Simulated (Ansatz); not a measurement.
# Ligand exchange: C2H2BrF + SnHBr3 → C2H3F + SnBr4

Species: C2H2BrF `C=C(F)Br`, singlet; SnHBr3 `[Br][SnH]([Br])[Br]`, singlet; C2H3F `C=CF`, singlet; SnBr4 (stannic bromide) `[Br][Sn]([Br])([Br])[Br]`, singlet. The partners trade Br for H: C–Br and Sn–H bonds give way to C–H and Sn–Br.

Shapes, held fixed at every level: PBE0-D4/def2-TZVP. Programs: Ansatz 0.2.0. Electronic energies: no zero-point or thermal term.

Task: Estimate ΔE of this reaction.

Result: The highest level, CCSD(T)/def2-TZVPP, gives ΔE = -149.8 kJ/mol; the levels span -160.4 to -144.8. The column of differences is taken from that level and isn't an error. No measured value is set beside it here. For atoms past krypton def2 sets carry core potentials with scalar relativity. Relativity is left out for Br unless named. Correlated rows may include outer-core shells of Br, Sn, which these sets cover unevenly. Times are processor times on shared x86 and Arm servers, and rough.

```tsv
level	kind	ΔE (kJ/mol)	less CCSD(T)/def2-TZVPP	CPU time (sum over the molecules)
PBE-D4/def2-TZVPP	GGA	-144.8	+5.0	72 s
PBE0-D4/def2-TZVPP	global hybrid	-152.0	-2.2	93 s
r2SCAN0-D4/def2-TZVPP	global hybrid	-155.2	-5.4	2.5 min
wB97X-V/def2-TZVPP	range-separated hybrid	-150.3	-0.5	3.4 min
MP2/def2-TZVPP	perturbation theory	-154.6	-4.8	–
CCSD(T)/def2-SVP	coupled cluster or CI	-157.6	-7.8	3.8 min
CCSD/def2-SVP	coupled cluster or CI	-160.4	-10.6	–
CCSD(T)/def2-TZVPP	coupled cluster or CI	-149.8	0.0	25 min
```
